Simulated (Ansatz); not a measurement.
Cost and result for the atomization energy of `CC(C)(C)O[Si](Cl)(Cl)Cl` (18 atoms, 17 bonds).

```xyz
18

C    -1.074   -0.832   -0.610
C    -0.368    0.285    0.138
C    -1.099    0.620    1.425
C    -0.205    1.517   -0.734
O     0.950   -0.136    0.549
Si    2.083   -1.109   -0.015
Cl    1.614   -3.074    0.237
Cl    2.455   -0.823   -2.000
Cl    3.772   -0.716    1.028
H    -0.540   -1.094   -1.527
H    -1.161   -1.724    0.012
H    -2.079   -0.510   -0.890
H    -2.105    0.983    1.206
H    -1.179   -0.265    2.059
H    -0.562    1.393    1.976
H    -1.184    1.915   -1.009
H     0.344    2.291   -0.195
H     0.338    1.277   -1.649
```

Charge 0, multiplicity 1. Geometry: relaxed with PBE0-D4/def2-TZVP. It is one conformer, not always the lowest. Program: Ansatz. All runs use 4 threads of an AMD EPYC 7R13 on a shared host and a share of an NVIDIA H100 80 GB. Times are those of one run each, without the atoms' runs, and a repeat can differ threefold. Electronic energies, without spin–orbit coupling; frozen cores. CCSD(T)/CBS adds CCSD(T) − MP2 in def2-TZVPP to the MP2 limit, and its time is that of the two runs behind it. T1 = 0.010.

CCSD(T)/CBS is a level of theory with its own doubt, some kJ/mol a heavy atom from the limit and from the frozen cores, so smaller differences don't rank the functionals.

| level | functions | wall time | atomization (kcal/mol) | difference from CCSD(T)/CBS | per bond |
| --- | --- | --- | --- | --- | --- |
| CCSD(T)/def2-SVP | 187 | 2.1 s | 1600.4 | -92.0 | -5.4 |
| r2SCANh-D4/def2-TZVPP | 449 | 2.7 s | 1690.5 | -1.9 | -0.1 |
| BLYP-D4/def2-TZVPP | 449 | 2.8 s | 1673.6 | -18.8 | -1.1 |
| PBE-D4/def2-TZVPP (with forces) | 449 | 2.9 s | 1720.4 | 28.0 | 1.6 |
| PBE-QIDH/def2-TZVPP | 449 | 2.9 s | 1689.5 | -2.9 | -0.2 |
| revPBE-D4/def2-TZVPP | 449 | 3 s | 1681.9 | -10.5 | -0.6 |
| ωB97X-V/def2-TZVPP | 449 | 3.4 s | 1695.7 | 3.3 | 0.2 |
| B97M-V/def2-TZVPP | 449 | 3.6 s | 1700.6 | 8.2 | 0.5 |
| CAM-B3LYP-D4/def2-TZVPP | 449 | 5.5 s | 1691.1 | -1.3 | -0.1 |
| ωB97M-V/def2-TZVPP (with forces) | 449 | 5.5 s | 1698.8 | 6.4 | 0.4 |
| MP2/def2-QZVPP | 835 | 6.5 s | 1711.4 | 19.0 | 1.1 |
| CCSD(T)/def2-TZVPP | 449 | 19 s | 1648.2 | -44.2 | -2.6 |
| CCSD(T)/CBS(def2) | – | 25 s | 1692.4 | 0.0 | 0.0 |

The D4 term adds +24.1 kcal/mol with B3LYP and +13.0 kcal/mol with PBE0; it sums over pairs of atoms, weighted by their polarisabilities, and B3LYP, whose exchange is more repulsive, gets the larger term. Leaving LDA and LC-ωPBE aside and taking each functional with its dispersion term where it has one, the values, not all of them listed here, spread over 76.5 kcal/mol, from BHLYP-D4 to PBE-D4. LDA lies +223.4 kcal/mol from PBE without D4, its usual overbinding. From r2SCAN to r2SCAN0 (25 % exact exchange), in def2-TZVPP and without D4, the atomization energy moves by −21.2 kcal/mol: exact exchange takes away binding that semilocal exchange gives to molecules.

B3LYP here is the variant with VWN-RPA as its local correlation; programs differ in this.
